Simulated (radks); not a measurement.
Question: These are the eigenvalues of the occupied orbitals of an atom or ion with whole-number occupations (eV). Method: Dirac Kohn-Sham, PW91, spin-unpolarised, spherical densities, point nucleus; computed with a radial shooting solver on a logarithmic mesh with Libxc functionals.

orbital  eigenvalue
1s1/2     -663.7909
2s1/2      -29.9414
2p1/2      -11.2409
2p3/2      -11.1769

Which element is it, and in what charge state? The configuration may be excited. Open shells, if any, fill j = l - 1/2 first.

Answer: Z = 9, fluorine, charge 0: F in [He] 2s2 2p5. The list shows which subshells hold electrons but not how many an open one holds; the 1s level, -24.394 hartree, gives Z - s = 7.0 by -(Z - s)^2/2, which with screening and relativity narrows Z to a few neighbours, and the depths of the outer levels then fix element, charge and occupations together.
